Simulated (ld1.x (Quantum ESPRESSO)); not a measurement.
**Sm (Z = 62): one change to an RRKJ potential, before and after**

ld1.x (Quantum ESPRESSO) 7.5 input, shortened:

```
&input
   title='Sm', zed=62., rel=2, dft='WC', iswitch=3,
   config='[Xe] 4f5 5d1 6s0 6p0', rel_dist='average'
 /
 &inputp
   pseudotype=2, tm=.false., rho0=0.005, lloc=0,
   nlcc=.false.
 /
3
5P  2  1   6.00   0.00  2.40  2.40  0.0
5D  3  2   1.00   0.00  2.10  2.10  0.0
5S  1  0   2.00   0.00  1.65  1.65  0.0
 &test
   configts(1)='5s2 5p6 5d1 6s0 6p0'
 /
```

Open shells are filled in proportion to 2j + 1 (rel_dist='average').

Change: reference 5s2 5p6 5d1.5 6s1.5 6p0.

Cutoffs: the cutoffs (Ry, on a coarse ladder) from which the occupation-weighted sum of valence levels, in a spherical-Bessel basis at the reference potential, stays within 10 and 1 mRy of its value at 400 Ry; they do not see the model core or the augmentation charge, which bear on the density cutoff. Errors are all-electron minus pseudo energies relative to the spin-unpolarised reference configuration.

Q: What does the change do?

A: The potential gets neither clearly harder nor softer (50 Ry and 90 Ry → 50 Ry and 90 Ry); both files keep a bound ghost (p); the range in which the s phases agree widens (upper end -1.1 → -0.0); the range in which the p1/2 phases agree widens (upper end 0.2 → 1.2).

```tsv
quantity	base	changed
cutoff, loose	50 Ry	50 Ry
cutoff, tight	90 Ry	90 Ry
loose cutoff by channel (10 mRy a level)	p 12 Ry, d 15 Ry, s 45 Ry	p 12 Ry, d 12 Ry, s 45 Ry
bound ghosts	p1/2	p1/2
largest miss of a reference level, eV	0.00	0.11
largest error over its own tests, meV	+413	-298
s: phases at 2.60 bohr within 0.05 rad from the reference energy up to (Ry; the scan ends near 5)	-1.1	-0.0
p1/2: phases at 2.60 bohr within 0.05 rad from the reference energy up to (Ry; the scan ends near 5)	0.2	1.2
p3/2: phases at 2.60 bohr within 0.05 rad from the reference energy up to (Ry; the scan ends near 5)	0.1	1.2
d3/2: phases at 2.60 bohr within 0.05 rad from the reference energy up to (Ry; the scan ends near 5)	3.0	4.0
d5/2: phases at 2.60 bohr within 0.05 rad from the reference energy up to (Ry; the scan ends near 5)	2.9	3.9
```

Changed file: The 6s level has no wave, so the channel is fitted at the deeper level alone: the likely source of the large errors. A true bound ghost makes a file unfit for plane-wave use even where its test errors are small: the radial tests pick states by their node count and pass the ghost by.
